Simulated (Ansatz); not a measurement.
Basis-set extrapolation for `N[Si@@H](F)O[Si@@H](N)F` (PBE0-D4/def2-TZVP geometry, frozen core, Ansatz 0.2.0). Multiplicity 1, RHF reference.

```csv
,def2-TZVPP,def2-QZVPP
HF,-964.542113,-964.580977
MP2 correlation,-1.390481,-1.509389
CCSD(T) correlation,-1.469578,not run
```

Energies in hartree. Use E(X) = E(∞) + A·exp(−7.88·√X) for Hartree–Fock and E(X) = E(∞) + B·X^(−2.97) for correlation, with X = 3 and 4, and add CCSD(T) minus MP2 of the smaller set to the MP2 limit.

Question: What is the CCSD(T) energy at the basis-set limit?

Answer: HF limit: -964.580977 + (-0.038864) × 0.13774 = -964.58633. MP2 limit: -1.509389 + (-0.118908) × 0.74074 = -1.59747. Higher-order term: -1.469578 − (-1.390481) = -0.07910. Total: -966.26290 hartree, 6.84 eV below CCSD(T)/def2-TZVPP.
